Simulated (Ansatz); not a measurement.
```yaml
atoms:
  - { symbol: C, position_ang: [0.0054, -0.0076, -0.8587] }
  - { symbol: C, position_ang: [-0.0032, 0.6394, 0.5009] }
  - { symbol: C, position_ang: [0.0067, -0.6410, 0.4982] }
  - { symbol: H, position_ang: [0.9093, 0.0026, -1.4662] }
  - { symbol: H, position_ang: [-0.9275, -0.0040, -1.4664] }
  - { symbol: H, position_ang: [0.0065, 1.5821, 1.0423] }
  - { symbol: H, position_ang: [0.0097, -1.5911, 1.0397] }
```

Basis set: STO-3G (spherical functions). Left uncorrelated: 3 orbitals. Charge 0, multiplicity 1.

Computed with Ansatz (development build ahead of 0.2.0); each method stands on the lowest determinant of its kind that the runs found. Restricted open shells among the atoms or ions are ROHF, correlated in semicanonical orbitals with singles.

(1) Give the atomization energy at this shape (free ground-state atoms in the same class of orbitals less the molecule, no zero-point energy) of singlet C3H4 by RHF-MP2, RHF.

Results:

(1)

| method | atomization energy |
| --- | --- |
| RHF-MP2 | 2857.2 kJ/mol |
| RHF | 2463.9 kJ/mol |

This basis has no polarisation functions and is too small for such energies, which can lie far from measured ones in either direction.
